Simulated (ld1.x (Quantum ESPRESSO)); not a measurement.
**lanthanum, PAW: configuration errors across variants**

La, PAW, made with ld1.x (Quantum ESPRESSO) 7.5 (LDA (PZ), scalar-relativistic). Core [Kr] 4d10, reference 4f0 5s2 5p6 5d1.5 6s1.5 6p0. Waves: 5s (bound): rcut 2.00, rcutus 2.25 bohr; 6s (bound): rcut 2.00, rcutus 2.25 bohr; 5p (bound): rcut 2.55, rcutus 3.05 bohr; 6p (bound, empty): rcut 2.55, rcutus 3.05 bohr; 5d (bound): rcut 2.25, rcutus 2.70 bohr; 5d channel at 2.6 Ry: rcut 2.25, rcutus 2.70 bohr; 4f (bound, empty): rcut 1.45, rcutus 1.85 bohr; 4f channel at 0.8 Ry: rcut 1.45, rcutus 1.85 bohr. Local part: all-electron potential smoothed inside 1.95 bohr (lloc = -1). Core correction: Bessel-smoothed model core inside 1.40 bohr. Augmentation charge: GAUSS, radius 1.60 bohr.

All-electron excitation energies from the reference (eV): (1) 4f0 5s2 5p6 5d1 6s2 6p0 -0.362; (2) 4f0 5s2 5p6 5d1 6s1 6p0 5.801; (3) 4f0 5s2 5p6 5d1 6s0 6p0 16.953.

The overlap operator is not positive definite (basis up to 400 Ry) in “base”, “core correction a·sin(br)/r model core, default radius (ld1.x builds one for every PAW set, though the input has nlcc=.false.)”, “core correction Bessel-smoothed model core inside 0.82 bohr”, “core correction Bessel-smoothed model core inside 0.96 bohr”, “core correction Bessel-smoothed model core inside 1.18 bohr”, “core correction Bessel-smoothed model core inside 1.42 bohr”, “core correction Bessel-smoothed model core inside 1.60 bohr”, “core correction Bessel-smoothed model core inside 1.86 bohr”, “core correction Bessel-smoothed model core inside 1.98 bohr”. Such files are unfit for use, however small their errors in these radial tests.

Errors AE − PS in meV (a dash: test not solved or not reliable):

```tsv
change	(1)	(2)	(3)	bound ghosts
base	+2.0	+2.4	+3.9	not determined (overlap not positive)
core correction a·sin(br)/r model core, default radius (ld1.x builds one for every PAW set, though the input has nlcc=.false.)	+1.5	+1.0	+0.3	not determined (overlap not positive)
core correction Bessel-smoothed model core inside 0.82 bohr	+2.1	+2.7	+4.8	not determined (overlap not positive)
core correction Bessel-smoothed model core inside 0.96 bohr	+2.1	+2.7	+4.8	not determined (overlap not positive)
core correction Bessel-smoothed model core inside 1.18 bohr	+2.0	+2.6	+4.4	not determined (overlap not positive)
core correction Bessel-smoothed model core inside 1.42 bohr	+1.9	+2.4	+3.9	not determined (overlap not positive)
core correction Bessel-smoothed model core inside 1.60 bohr	+1.7	+2.1	+3.0	not determined (overlap not positive)
core correction Bessel-smoothed model core inside 1.86 bohr	+1.6	+1.5	+1.6	not determined (overlap not positive)
core correction Bessel-smoothed model core inside 1.98 bohr	+1.5	+1.3	+1.1	not determined (overlap not positive)
```

Problem. Give the same row for: core correction Bessel-smoothed model core inside 2.20 bohr.

Solution. +1.4, +1.2, +0.5; bound ghosts: not determined (overlap not positive). Its overlap operator is not positive definite in a basis up to 400 Ry (lowest eigenvalue p -0.20), so the file is unfit for use: the generalised eigenproblem breaks down once the basis is large enough, and its test numbers describe a broken file.
